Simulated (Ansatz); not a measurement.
Computed with Ansatz on PBE0-D4/def2-TZVP structures; ΔE is electronic, products minus reactants. CCSD(T)/CBS adds triple-zeta CCSD(T) − MP2 to the extrapolated MP2 energy (def2 sets, frozen cores). This one scheme is used for every species. Functionals use def2-TZVPP. B3LYP here is the variant with VWN-RPA as its local correlation; programs differ in this. Each species was taken in one conformer, which may not be the lowest.

Consider the hydrogenolysis of the Al–N bond: `B[S][AlH][NH2]` + H₂ → `B[S][AlH2]` + NH₃.

| level | ΔE (kJ/mol) |
| --- | --- |
| B97M-V | 67.3 |
| B3LYP-D4 | 78.6 |
| r2SCAN0-D4 | 78.8 |
| CAM-B3LYP-D4 | 77.8 |

What does CCSD(T)/CBS give? (An estimate is asked.)

Computed: +78.1 kJ/mol. The listed levels differ from it by -10.8, 0.5, 0.7, -0.3 kJ/mol.

Largest T1 diagnostic among the species: 0.014.

Leaving LDA and LC-ωPBE aside and taking each functional with its dispersion term where it has one, the values, not all of them listed here, spread over 15.7 kJ/mol, from B97M-V to r2SCAN-D4. LDA lies +7.9 kJ/mol from PBE without D4. From r2SCAN to r2SCAN0 (25 % exact exchange), in def2-TZVPP and without D4, ΔE moves by −4.5 kJ/mol.
